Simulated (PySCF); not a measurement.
# Predicted spectroscopic data

How the numbers were obtained: J couplings at B3LYP/pcJ-1 (spin–dipole term left out of most H,H and C,H couplings), shielding tensors at PBE0/pcSseg-1 (GIAO), GFN2-xTB structure, in PySCF 2.14.0 with density-fitted response routines (one averaged value for each set of equivalent atoms, one computed conformer, gas phase, non-relativistic).

Chemical shifts δ = σref − σ; $^{1}$H and $^{13}$C against TMS, all at this level. Multiplet labels drop J under 1 Hz and among equivalent protons, and merge close values. Unscaled 3J(H,H) run several per cent high. Where no couplings were computed, multiplicities follow the n + 1 count of equivalent neighbours, and m marks all less simple cases (inequivalent or close neighbours, rings, F or P nearby). One-bond C–F couplings are unscaled and too large by tens of Hz. Shifts are as computed. Against solution values, carbons near 30 ppm lie about +3 ppm off and those near 130 ppm about +5 ppm; carbons on Cl a further +6 ppm. Of 1211 compounds with measured shifts, 218 miss one by over three times the rms of a fit or turn the order of signals round; such compounds aren't used in these exercises. Carbons bonded to Cl come out too deshielded.

**1.** `O=C/C(=C/C)F`, C₄H₅FO. $^{1}$H NMR (500 MHz, computed): δ 9.65 (s, 1H), 6.49 (dq, J = 26.4, 8.8 Hz, 1H), 2.09 (dd, J = 8.8, 4.4 Hz, 3H). $^{13}$C{$^{1}$H} NMR (computed): δ 190.1 (d, J = 47.1 Hz), 165.3 (d, J = 319.8 Hz), 125.7 (d, J = 13.2 Hz), 13.4 (d, J = 4.2 Hz).

**2.** SMILES C#Cc1cccc(Cl)c1C#N, C₉H₄ClN. $^{1}$H NMR (500 MHz, computed): δ 7.76 (m, 1H), 7.65 (m, 1H), 7.64 (m, 1H), 3.37 (s, 1H). $^{13}$C{$^{1}$H} NMR (computed): δ 151.6 (C), 137.5 (CH), 137.3 (CH), 135.3 (CH), 134.1 (C), 122.7 (C), 119.8 (C), 98.0 (CH), 84.5 (C).
